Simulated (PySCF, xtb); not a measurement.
Si(H)2(OH)(OSiH3) (H6O2Si2), SMILES O([SiH2]O)[SiH3].

Coordinates come from a PBE-D3(BJ)/def2-SVP optimisation. The values are those of a single conformer.

Level of theory: IEF-PCM-M06-2X/def2-SVP (PySCF).

The values are the electrostatic part of the solvation free energy, E(continuum) − E(gas) at the gas-phase geometry, in a cavity of scaled van der Waals radii (PySCF's table); cavitation and dispersion terms are not included. In vacuum the orbital gap is 11.47 eV. The dipole moment in vacuum is 0.97 D.

Question: Estimate the values in water (ε = 78.36), N,N-dimethylformamide (ε = 37.22), 1-octanol (ε = 9.86). (Estimate from the structure and the level; the computed values follow.)

Answer: 
| solvent | ε | ΔG(elec) (kcal/mol) | dipole (D) | gap (eV) |
|---|---|---|---|---|
| water | 78.36 | -4.2 | 1.17 | 11.54 |
| N,N-dimethylformamide | 37.22 | -4.1 | 1.16 | 11.54 |
| 1-octanol | 9.86 | -3.6 | 1.13 | 11.53 |

For comparison, GFN2-xTB/ALPB(water) (xtb, at the GFN2-xTB geometry, all terms of that model) gives -2.5 kcal/mol.
